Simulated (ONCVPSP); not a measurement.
hafnium (Hf): from the effect back to the setting (ONCV)

Base potential:

* Element: Hf
* Generator: ONCVPSP 4.0.1
* Type: optimised norm-conserving Vanderbilt (ONCV)
* Functional: PBEsol
* Relativity: fully relativistic
* Frozen core: [Kr] 4d10
* Valence charge: 26
* Reference configuration: 4f14 5s2 5p6 5d2 6s1 6p1
* Partial waves: 5s+6s: rc 2.00 bohr, ncon 5, nbas 9, qcut 5.5 1/bohr, 3 projectors, debl 3 Ha; 5p+6p: rc 2.45 bohr, ncon 3, nbas 7, qcut 5.4 1/bohr, 3 projectors, debl 1.8 Ha; 5d: rc 3.20 bohr, ncon 5, nbas 10, qcut 4.7 1/bohr, 2 projectors, debl 3.7 Ha; 4f: rc 1.15 bohr, ncon 3, nbas 8, qcut 12.8 1/bohr, 2 projectors, debl 0.8 Ha
* Local potential: polynomial inside 1.05 bohr (lpopt 1, dvloc0 0 Ha)
* Core correction: Teter function, fcfact 4.25, rcfact 1.55

Open shells are filled in proportion to 2j + 1.

Cutoffs, loose and tight: the cutoffs (Ha) at which the residual kinetic energy of the hardest occupied pseudo-wave falls to 1 and 0.1 mHa per electron. They do not see the model core or the augmentation charge, which bear on the density cutoff. Test errors are all-electron minus pseudo excitation energies from the reference, over the configurations 4f14 5s2 5p6 5d2 6s2 6p0; 4f14 5s2 5p6 5d2 6s1 6p0; 4f14 5s2 5p6 5d2 6s0 6p0; 4f14 5s2 5p6 5d3 6s1 6p0; variants that change the core or the reference have their own tests.

Only the s radius is moved:

| s radius (bohr) | cutoff, loose | cutoff, tight | bound ghosts | largest test error (meV) | median size of the test errors |
| --- | --- | --- | --- | --- | --- |
| 1.36 | 107 Ha | 233 Ha | none | +7.5 | 1.3 meV |
| 1.56 | 80 Ha | 233 Ha | none | +7.4 | 1.6 meV |
| 1.72 | 80 Ha | 233 Ha | none | +7.3 | 1.9 meV |
| 1.9 | 80 Ha | 233 Ha | none | +7.3 | 2.2 meV |
| 2.1 | 80 Ha | 233 Ha | none | +7.2 | 2.6 meV |
| 2.22 | 80 Ha | 233 Ha | none | +7.2 | 2.7 meV |
| 2.36 | 80 Ha | 233 Ha | none | +7.2 | 2.9 meV |
| 2.52 | 80 Ha | 233 Ha | none | +7.2 | 3.1 meV |
| 2.92 | 80 Ha | 233 Ha | none | +7.3 | 3.4 meV |

One more run gave cutoff, loose: 80 Ha; cutoff, tight: 233 Ha; bound ghosts: none; largest test error (meV): +7.2; median size of the test errors: 3.2 meV. Which value of the s radius was used?

2.72 bohr. The median size of the test errors moves one way along this sweep, from 1.3 meV at 1.36 to 3.4 meV at 2.92 bohr, which places the run between 2.52 and 2.92 bohr.
